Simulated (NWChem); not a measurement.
System: tert-butyl chloride (C4H9Cl); SMILES C(C)(Cl)(C)C

The following NWChem deck was run.

```
start job
memory heap 200 mb stack 900 mb global 1100 mb
geometry units angstroms noautosym nocenter noautoz
  C     -0.305712     1.420752    -0.802521
  C      0.000000     0.000000    -0.356355
  C      1.383263    -0.445622    -0.802521
  C     -1.077551    -0.975130    -0.802521
  Cl     0.000000     0.000000     1.474679
  H     -0.317170     1.470890    -1.903695
  H     -1.287326     1.747113    -0.430143
  H      0.455614     2.121686    -0.431198
  H      2.156707     0.241301    -0.430143
  H      1.609627    -1.455416    -0.431198
  H      1.432414    -0.460768    -1.903695
  H     -1.115243    -1.010123    -1.903695
  H     -2.065240    -0.666270    -0.431198
  H     -0.869381    -1.988414    -0.430143
end
basis spherical
  * library def2-svp
end
dft
  xc xpbe96 cpbe96
  iterations 150
end
cosmo
  do_cosmo_smd true
  solvent cychexon
end
task dft energy
```

Parts of the log:

```
             Northwest Computational Chemistry Package (NWChem) 7.3.0
             --------------------------------------------------------

                             Geometry "geometry" -> ""
                             -------------------------

 Output coordinates in angstroms (scale by  1.889725989 to convert to a.u.)

  No.       Tag          Charge          X              Y              Z
 ---- ---------------- ---------- -------------- -------------- --------------
    1 C                    6.0000    -0.30571200     1.42075200    -0.80252100
    2 C                    6.0000     0.00000000     0.00000000    -0.35635500
    3 C                    6.0000     1.38326300    -0.44562200    -0.80252100
    4 C                    6.0000    -1.07755100    -0.97513000    -0.80252100
    5 Cl                  17.0000     0.00000000     0.00000000     1.47467900
    6 H                    1.0000    -0.31717000     1.47089000    -1.90369500
    7 H                    1.0000    -1.28732600     1.74711300    -0.43014300
    8 H                    1.0000     0.45561400     2.12168600    -0.43119800
    9 H                    1.0000     2.15670700     0.24130100    -0.43014300
   10 H                    1.0000     1.60962700    -1.45541600    -0.43119800
   11 H                    1.0000     1.43241400    -0.46076800    -1.90369500
   12 H                    1.0000    -1.11524300    -1.01012300    -1.90369500
   13 H                    1.0000    -2.06524000    -0.66627000    -0.43119800
   14 H                    1.0000    -0.86938100    -1.98841400    -0.43014300

 Effective nuclear repulsion energy (a.u.)     241.0553994828

  pbe96 is a nonlocal functional; adding pw91lda local functional.

                                 NWChem DFT Module
                                 -----------------

 Summary of "ao basis" -> "ao basis" (spherical)
 ------------------------------------------------------------------------------
       Tag                 Description            Shells   Functions and Types
 ---------------- ------------------------------  ------  ---------------------
 C                          def2-svp                 6       14   3s2p1d
 Cl                         def2-svp                 8       18   4s3p1d
 H                          def2-svp                 3        5   2s1p

 in cosmo_initialize ...
 calling solv_data for solv:cychexon

 solvent parameters
 solvname_short: cychexon
 solvname_long:  cyclohexanone
 dielec:       15.6190
 dielecinf:     2.1045
 nonaqueous SMD model solvent descriptors
 dielec:       15.6190
 sola:          0.0000
 solb:          0.5600
 solc:          0.0000
 solg:         49.7600
 solh:          0.0000
 soln:          1.4507

          ---------------
          -cosmo- solvent
          ---------------
 Cosmo: York-Karplus, doi: 10.1021/jp992097l
 dielectric constant -eps-     =  15.62
 screen = (eps-1)/(eps    )    =   0.93598
 surface charge correction     = lagrangian

   van der Waals surface
 --------------------------

 ---------- ATOMIC COORDINATES (A.U.) ------------ VDWR(ANG.) --
     1   -0.57771191    2.68483198   -1.51654479     1.850
     2    0.00000000    0.00000000   -0.67341330     1.850
     3    2.61398804   -0.84210347   -1.51654479     1.850
     4   -2.03627613   -1.84272850   -1.51654479     1.850
     5    0.00000000    0.00000000    2.78673923     2.380
     6   -0.59936439    2.77957906   -3.59746192     1.200
     7   -2.43269340    3.30156484   -0.81285241     1.200
     8    0.86098562    4.00940517   -0.81484607     1.200
     9    4.07558527    0.45599277   -0.81285241     1.200
    10    3.04175397   -2.75033744   -0.81484607     1.200
    11    2.70686996   -0.87072526   -3.59746192     1.200
    12   -2.10750368   -1.90885568   -3.59746192     1.200
    13   -3.90273770   -1.25906773   -0.81484607     1.200
    14   -1.64289187   -3.75755761   -0.81285241     1.200
 number of segments per atom =        128
 number of   points per atom =        128
 atom (   nspa,  nppa )
 ----------------------
    1 (     38,     0 )       0
    2 (      5,     0 )       0
    3 (     42,     0 )       0
    4 (     39,     0 )       0
    5 (     95,     0 )       0
    6 (     55,     0 )       0
    7 (     54,     0 )       0
    8 (     51,     0 )       0
    9 (     52,     0 )       0
   10 (     53,     0 )       0
   11 (     55,     0 )       0
   12 (     56,     0 )       0
   13 (     52,     0 )       0
   14 (     52,     0 )       0
 number of -cosmo- surface points =      699
 molecular surface =    135.412 angstrom**2
 molecular volume  =    124.377 angstrom**3
 -lineq- algorithm             =   0
 -bem- low  level              =   3
 -bem- from -octahedral-
 gaussian surface charge width =   4.50000
 degree of switching           =   1.00000
 switching function tolerance  =   0.00010
 atomic radii =
 --------------
    1  6.000  1.850
    2  6.000  1.850
    3  6.000  1.850
    4  6.000  1.850
    5 17.000  2.380
    6  1.000  1.200
    7  1.000  1.200
    8  1.000  1.200
    9  1.000  1.200
   10  1.000  1.200
   11  1.000  1.200
   12  1.000  1.200
   13  1.000  1.200
   14  1.000  1.200
 ...... end of -cosmo- initialization ......

 nat:                    14
 ixmem:                 10563
 calling mnsol_interface()
 G(SMD-CDS) energy (kcal/mol)  =    -1.145
 SMD-CDS SASA (angstrom**2)    =   159.627

            General Information
            -------------------
          SCF calculation type: DFT
          Wavefunction type:  closed shell.
          No. of atoms     :    14
          No. of electrons :    50
           Alpha electrons :    25
            Beta electrons :    25
          Charge           :     0
          Spin multiplicity:     1
          Use of symmetry is: off; symmetry adaption is: off
          Maximum number of iterations: 150
          AO basis - number of functions:   119
                     number of shells:    59
          Convergence on energy requested:  1.00D-06
          Convergence on density requested:  1.00D-05
          Convergence on gradient requested:  5.00D-04

              XC Information
              --------------
          PerdewBurkeErnzerhof Exchange Functional  1.000
            Perdew 1991 LDA Correlation Functional  1.000 local
           PerdewBurkeErnz. Correlation Functional  1.000 non-local

             Grid Information
             ----------------
          Grid used for XC integration:  medium
          Radial quadrature: Mura-Knowles
          Angular quadrature: Lebedev.
          Tag              B.-S. Rad. Rad. Pts. Rad. Cut. Ang. Pts.
          ---              ---------- --------- --------- ---------
          C                   0.70       49          10.0       434
          Cl                  1.00       88          10.0       590
          H                   0.35       45          11.0       434
          Grid pruning is: on
          Number of quadrature shells:   689
          Spatial weights used:  Erf1

      Superposition of Atomic Density Guess
      -------------------------------------

 Sum of atomic energies:        -614.31627238

      Non-variational initial energy
      ------------------------------

 Total energy =    -617.444001
 1-e energy   =   -1319.889849
 2-e energy   =     461.390448
 HOMO         =      -0.375473
 LUMO         =       0.065251

   convergence    iter        energy       DeltaE   RMS-Dens  Diis-err
 ---------------- ----- ----------------- --------- --------- ---------
     COSMO gas phase
 d= 0,ls=0.0,diis     1   -617.3173117565 -8.58D+02  9.98D-03  5.78D-01
 d= 0,ls=0.0,diis     2   -617.2828369138  3.45D-02  7.73D-03  7.63D-01
 d= 0,ls=0.0,diis     3   -617.3617542562 -7.89D-02  2.50D-03  1.21D-01
 d= 0,ls=0.0,diis     4   -617.3767695543 -1.50D-02  4.68D-04  4.46D-03
 d= 0,ls=0.0,diis     5   -617.3772995810 -5.30D-04  1.32D-04  3.09D-04
  Resetting Diis
 d= 0,ls=0.0,diis     6   -617.3773401960 -4.06D-05  3.91D-05  7.85D-06
 d= 0,ls=0.0,diis     7   -617.3773413540 -1.16D-06  1.92D-05  6.88D-07
 d= 0,ls=0.0,diis     8   -617.3773413276  2.64D-08  9.96D-06  8.65D-07

   convergence    iter        energy       DeltaE   RMS-Dens  Diis-err
 ---------------- ----- ----------------- --------- --------- ---------
     COSMO solvation phase
 d= 0,ls=0.0,diis     1   -617.3826094889 -5.27D-03  1.40D-03  1.37D-03
 d= 0,ls=0.0,diis     2   -617.3828953460 -2.86D-04  4.24D-04  1.22D-03
 d= 0,ls=0.0,diis     3   -617.3830667757 -1.71D-04  1.18D-04  2.05D-04
 d= 0,ls=0.0,diis     4   -617.3830867409 -2.00D-05  4.39D-05  3.76D-05
 d= 0,ls=0.0,diis     5   -617.3830914778 -4.74D-06  7.98D-06  9.22D-07
 d= 0,ls=0.0,diis     6   -617.3830915917 -1.14D-07  1.31D-06  3.18D-08

         Total DFT energy =     -617.383091591735
      One electron energy =    -1325.002909427485
           Coulomb energy =      519.439336122443
    Exchange-Corr. energy =      -52.851710853848
 Nuclear repulsion energy =      241.055399482785

             COSMO energy =       -0.023206915631

 Numeric. integr. density =       50.000006043972

                                COSMO-SMD solvation results
                                ---------------------------

             internal energy in gas <Psi(g)|H|Psi(g)> =      -617.377341327564
         internal energy in solvent <Psi(s)|H|Psi(s)> =      -617.376729842478
                               delta internal energy  =         0.000611485086 (    0.38 kcal/mol)
   total free energy in solvent <Psi(s)|H+V/2|Psi(s)> =      -617.381266798508
 polarization energy contribution <Psi(s)|V/2|Psi(s)> =        -0.004536956029 (   -2.85 kcal/mol)
    total free energy in solvent including G(SMD-CDS) =      -617.383091591735
                       G(SMD-CDS) energy contribution =        -0.001824793227 (   -1.15 kcal/mol)
     1 M fixed-concentration free energy of solvation =        -0.005750264171 (   -3.61 kcal/mol)

                       DFT Final Molecular Orbital Analysis
                       ------------------------------------

 Vector   23  Occ=2.000000D+00  E=-3.037798D-01
              MO Center=  2.0D-02,  6.9D-02, -5.6D-01, r^2= 3.5D+00
   Bfn.  Coefficient  Atom+Function         Bfn.  Coefficient  Atom+Function
  ----- ------------  ---------------      ----- ------------  ---------------
    18      0.264306   2 C  px               46     -0.256009   4 C  px
    32     -0.252553   3 C  px               90     -0.213168   9 H  s
    85     -0.195446   8 H  s                 4     -0.175841   1 C  px
   110      0.174896  13 H  s                47     -0.157703   4 C  py
    19      0.131303   2 C  py               80      0.128730   7 H  s

 Vector   24  Occ=2.000000D+00  E=-2.457778D-01
              MO Center= -1.4D-02,  6.7D-02,  1.1D+00, r^2= 2.1D+00
   Bfn.  Coefficient  Atom+Function         Bfn.  Coefficient  Atom+Function
  ----- ------------  ---------------      ----- ------------  ---------------
    68      0.611808   5 Cl py               65      0.438380   5 Cl py
    62      0.256495   5 Cl py               19     -0.146305   2 C  py
     3     -0.136335   1 C  s                67     -0.131752   5 Cl px
     6     -0.118653   1 C  pz                5      0.113002   1 C  py
    75      0.101687   6 H  s                64     -0.094406   5 Cl px

 Vector   25  Occ=2.000000D+00  E=-2.457701D-01
              MO Center=  1.4D-02, -6.7D-02,  1.1D+00, r^2= 2.1D+00
   Bfn.  Coefficient  Atom+Function         Bfn.  Coefficient  Atom+Function
  ----- ------------  ---------------      ----- ------------  ---------------
    67      0.611826   5 Cl px               64      0.438404   5 Cl px
    61      0.256507   5 Cl px               18     -0.146271   2 C  px
    68      0.131764   5 Cl py               31     -0.118052   3 C  s
    45      0.118099   4 C  s                34     -0.102737   3 C  pz
    48      0.102675   4 C  pz               32      0.095805   3 C  px

 Vector   26  Occ=0.000000D+00  E= 1.515217D-03
              MO Center=  7.4D-06, -1.3D-04,  3.3D-01, r^2= 3.4D+00
   Bfn.  Coefficient  Atom+Function         Bfn.  Coefficient  Atom+Function
  ----- ------------  ---------------      ----- ------------  ---------------
    17      0.985021   2 C  s                69      0.806513   5 Cl pz
    23      0.715179   2 C  pz               60     -0.613022   5 Cl s
    20      0.490955   2 C  pz               66      0.272710   5 Cl pz
    81     -0.250990   7 H  s                86     -0.250639   8 H  s
    91     -0.251132   9 H  s                96     -0.250788  10 H  s

 Vector   27  Occ=0.000000D+00  E= 3.881789D-02
              MO Center= -2.7D-04, -1.3D-03, -1.3D+00, r^2= 6.9D+00
   Bfn.  Coefficient  Atom+Function         Bfn.  Coefficient  Atom+Function
  ----- ------------  ---------------      ----- ------------  ---------------
     3      1.162119   1 C  s                31      1.163321   3 C  s
    45      1.163735   4 C  s                76     -0.741724   6 H  s
   101     -0.741881  11 H  s               106     -0.742502  12 H  s
    81     -0.507986   7 H  s                86     -0.508309   8 H  s
    91     -0.508350   9 H  s                96     -0.508983  10 H  s

 Vector   28  Occ=0.000000D+00  E= 9.400477D-02
              MO Center= -1.5D-01, -6.4D-01, -4.4D-01, r^2= 7.6D+00
   Bfn.  Coefficient  Atom+Function         Bfn.  Coefficient  Atom+Function
  ----- ------------  ---------------      ----- ------------  ---------------
     3      1.424608   1 C  s                96      1.163384  10 H  s
   116      1.073140  14 H  s                31     -0.991610   3 C  s
    81     -0.924475   7 H  s               111     -0.626791  13 H  s
    50      0.574086   4 C  py               36      0.570702   3 C  py
    86     -0.534227   8 H  s                76     -0.516755   6 H  s

     Multipole analysis of the density
     ---------------------------------

     L   x y z        total         alpha         beta         nuclear
     -   - - -        -----         -----         ----         -------
     0   0 0 0      0.000000    -25.000000    -25.000000     50.000000

     1   1 0 0      0.000231      0.000113      0.000113      0.000004
     1   0 1 0      0.001017      0.000509      0.000509     -0.000002
     1   0 0 1     -1.014497     -0.687648     -0.687648      0.360800

     2   2 0 0    -28.928554    -79.693775    -79.693775    130.458996
     2   1 1 0      0.004563      0.002290      0.002290     -0.000018
     2   1 0 1     -0.002647     -0.001319     -0.001319     -0.000008
     2   0 2 0    -28.930878    -79.694961    -79.694961    130.459045
     2   0 1 1     -0.002226     -0.001116     -0.001116      0.000007
     2   0 0 2    -30.008889   -124.474009   -124.474009    218.939129
```

Level: PBE/def2-SVP, SMD on the gas-phase geometry. Coordinates come from a PBE0/def2-SVP optimisation. Solvent: cyclohexanone.
